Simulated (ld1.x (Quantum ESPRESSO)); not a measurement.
**lead (Pb): one change to an RRKJ potential, before and after**

ld1.x (Quantum ESPRESSO) 7.5 input, shortened:

```
&input
   title='Pb', zed=82., rel=0, dft='REVPBE', iswitch=3,
   config='[Xe] 4f14 5d10 6s2 6p2'
 /
 &inputp
   pseudotype=2, tm=.false., lloc=0,
   nlcc=.false.
 /
2
6P  2  1   2.00   0.00  1.95  1.95  0.0
6S  1  0   2.00   0.00  2.40  2.40  0.0
 &test
   configts(1)='6s2 6p2'
 /
```

Change: wave 6s (bound): rc 2.40 bohr becomes 6s (bound): rc 3.22 bohr.

Cutoffs: the cutoffs (Ry, on a coarse ladder) from which the occupation-weighted sum of valence levels, in a spherical-Bessel basis at the reference potential, stays within 10 and 1 mRy of its value at 400 Ry; they do not see the model core or the augmentation charge, which bear on the density cutoff. Errors are all-electron minus pseudo energies relative to the spin-unpolarised reference configuration.

Task: Predict the effect on cutoff, ghosts and configuration errors.

Result: The potential gets neither clearly harder nor softer (30 Ry and 35 Ry → 30 Ry and 35 Ry); both files keep a bound ghost (p); of the 7 tests that both files solve, the error grows in 2 and shrinks in 4 by more than 15 % and 0.3 meV (median size 4.8 → 2.3 meV).

```csv
quantity,base,changed
"cutoff, loose",30 Ry,30 Ry
"cutoff, tight",35 Ry,35 Ry
loose cutoff by channel (10 mRy a level),"p 25 Ry, s 8 Ry","p 25 Ry, s 6 Ry"
bound ghosts,p,p
"error for 6s2 6p1, meV [ΔE 6.64 eV]",-3.7,-2.2
"error for 6s2 6p0, meV [ΔE 19.93 eV]",+9.1,+2.3
"error for 6s1 6p0, meV [ΔE 48.22 eV]",+4.8,-13
"error for 6s2 6p2.3, meV [ΔE -0.84 eV]",-0.2,-0.2
"error for 6s0 6p4, meV [ΔE 11.87 eV]",+142,+76
"error for 6s2 6p1.5, meV [ΔE 2.55 eV]",-0.8,-0.4
"error for 6s1 6p2, meV [ΔE 13.08 eV]",+7.8,-12
```

 A true bound ghost makes a file unfit for plane-wave use even where its test errors are small: the radial tests pick states by their node count and pass the ghost by.
